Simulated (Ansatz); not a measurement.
## One elementary step

Start structure (BAsH₆O₃, singlet), relaxed at PBE0-D4/def2-TZVP:

```tsv
atom	x (Å)	y (Å)	z (Å)
B1	0.7909	1.0813	-0.8056
O2	1.2650	2.0324	-1.6665
O3	1.5499	0.6629	0.2438
O4	-0.4583	0.5549	-1.0134
H5	-2.1528	-0.8657	1.5208
As6	-0.8351	-1.6103	1.4368
H7	2.1461	2.3268	-1.4261
H8	1.1037	-0.0099	0.7751
H9	-0.8818	0.9360	-1.7857
H10	-1.2779	-2.4551	0.2589
H11	-1.2500	-2.6533	2.4620
```

The step: BH₃O₃ ([OH][B]([OH])[OH]) + AsH₃ → BAsH₄O₂ ([OH][B]([OH])[AsH2]) + H₂O; bonds formed: B1–As6, O2–H5; bonds broken: B1–O2, H5–As6. Ansatz 0.2.0; basis: def2-TZVPP and def2-QZVPP; cores frozen in the correlated methods. Filled d shells of the heavier atoms are correlated. The def2 sets are not built for correlating such inner shells, so the correlated values are less sure here. Extrapolation: Hartree–Fock as exp(−7.88 √X), correlation as X^−2.97. Energies below are by CCSD(T) at an estimated basis limit (MP2 extrapolated from triple and quadruple zeta, plus CCSD(T) − MP2 in triple zeta).

Q: What are the electronic barrier and the energy of the step, from the start structure to the end structure? (To be estimated.)

A: Computed: Barrier 2.412 eV; step energy 1.127 eV (uphill); reverse barrier, their difference, 1.285 eV. Barrier and step energy count from the start structure, the reverse barrier from the end structure.

The saddle point: One imaginary mode of 1021i cm⁻¹.
| pair | start (Å) | saddle (Å) | end (Å) |
| --- | --- | --- | --- |
| B1–As6 | 3.86 | 2.52 | 2.05 |
| O2–H5 | 5.50 | 1.14 | 0.96 |
| B1–O2 | 1.37 | 1.54 | 3.62 |
| H5–As6 | 1.52 | 1.99 | 3.86 |

Zero-point energy (harmonic, PBE0-D4): ZPE is 1.981 eV at the start and 1.894 eV at the saddle, so the barrier goes from 2.412 to 2.326 eV.

The T1 diagnostic stays at or below 0.013.

Labels in which every atom is bracketed show which atoms are joined, not bond orders.

For scale, one of the runs: CCSD(T)/def2-TZVPP, 256 basis functions, launched by `ansatz run in.yaml --threads 8 --pin off --events-out ev --progress --plain --max-ram 19148MiB`. Time: 3.4 min of wall clock on 8 CPU threads of an Arm Neoverse V1; the host was shared. Peak host memory: 6.4 GiB.
